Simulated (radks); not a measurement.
Problem. The thallium ion Tl+, [Hg]. Method: non-relativistic Kohn-Sham, exchange-only LDA, spin-polarised, spherical densities, point nucleus; computed with a radial shooting solver on a logarithmic mesh with Libxc functionals. Every spin shell is full or empty, so the densities are truly spherical. Functionals are evaluated on that one density, not self-consistently. Rank these orbital-free kinetic functionals by their error against the exact value of the orbitals, and give that value: Thomas-Fermi, von Weizsacker, TF + vW, TF + vW/9, TF + vW/5, LC94, APBEK, revAPBEK, Perdew 92, Thakkar, Pearson, LKT, PG1, DePristo-Kress, Ernzerhof.

Solution. Exact: 18948.3 hartree. From best to worst, with 100 (|E| - |E exact|)/|E exact| (equal figures are ties): LC94 +0.02, APBEK +0.04, revAPBEK +0.18, DePristo-Kress -0.20, Ernzerhof -0.48, Perdew 92 -0.68, TF + vW/9 -0.68, Thakkar -0.79, Pearson -0.84, TF + vW/5 +2.45, Thomas-Fermi -4.60, PG1 +12.33, LKT +15.82, TF + vW +30.63, von Weizsacker -64.77.
